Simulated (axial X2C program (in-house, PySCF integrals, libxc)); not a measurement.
## KN⁺: cheaper levels and CCSD(T), with spin–orbit coupling

Calculated with an in-house all-electron X2C program for linear molecules (integrals from PySCF). Two-component (2c) means X2C with spin–orbit coupling and atomic mean-field two-electron Coulomb and Gaunt terms. Basis: K dyall-cv3z [11s12p6d3f], N dyall-av3z [7s7p3d2f] (cores contracted in-house); Gaussian nuclei, density fitting, unrestricted open shells. Masses: K 38.964 u, N 14.003 u.

State: Ω = 3/2 (⟨Sz⟩ = 1.50, ⟨Lz⟩ = 0.00 at HF); fragments K+ + N.

| level | Re (Å) | ωe (cm⁻¹) | De (eV) |
| --- | --- | --- | --- |
| PBE0 | 3.121 | 90.8 | 0.074 |
| HF | 3.260 | 75.2 | 0.051 |
| MP2 | 3.096 | 95.8 | 0.076 |
| CCSD | 3.123 | 92.6 | 0.077 |
| PW91 | 3.111 | 94.7 | 0.092 |

Correlated methods: 13 electrons correlated (number of frozen shells: K 2 s, 1 p; N 1 s), 239 virtual spin orbitals or spinors in MP2, 89 natural virtuals in coupled cluster.

CCSD(T), same Hamiltonian and basis:

Re = 3.109 Å, ωe = 94.5 cm⁻¹, De = 0.07 eV; T1 = 0.004 (Lee–Taylor normalisation).

Q: Give the differences from CCSD(T) in the columns below.

A: 

```
level  ΔRe (Å)  Δωe (cm⁻¹)
 PBE0    0.012        -3.7
   HF    0.151       -19.3
  MP2   -0.013         1.3
 CCSD    0.014        -1.9
 PW91    0.002         0.2
```

One determinant describes the state; a PBE0 search over occupations chose it and may have missed a lower one. Dissociation energies refer to the lowest single-determinant-based atoms at the same level and basis. Density functionals use the spin component along the axis (collinear). Coupled cluster ran in a truncated set of natural virtual spinors; the MP2 energy of the rest was added. (T) has no such correction and the atoms are truncated less, which lowers De at CCSD(T) by a hundredth of an eV or more. With several unpaired electrons one determinant need not be a pure state. This is the top spin component of a Σ state; components of lower Ω are not single determinants and can lie lower. The bond is weak, and without diffuse functions and with truncated virtuals even CCSD(T) can be tens of per cent off in De.
